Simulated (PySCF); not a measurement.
sulfur difluoride cation (F2S), SMILES S(F)F (connectivity only; charge and spin as stated), charge +1, multiplicity 2. The structure is a stationary point at B3LYP-D3(BJ)/def2-TZVP. The multiplicity is an assumed one; other spin states were not compared.

These are B3LYP-D3(BJ)/def2-TZVP in PySCF 2.14.0 values and carry that method's errors.

Harmonic wavenumbers (cm⁻¹): 400, 970, 989. Rotational constants (GHz): 31.92, 9.558, 7.355; symmetry number 2.

Q: Work out the zero-point energy and the ideal-gas rigid-rotor harmonic-oscillator thermochemistry at 298.15 K and 1 atm.

A: ZPE = ½ Σ hcν = ½ × 2359 cm⁻¹ = 14.11 kJ/mol. H − E(el) = 25.05 kJ/mol. Entropy in J/(mol K): translation 161.74, rotation 88.32, vibration 4.88, spin 5.76, total 260.71. G − E(el) = -52.68 kJ/mol. Cp = 42.76 J/(mol K).
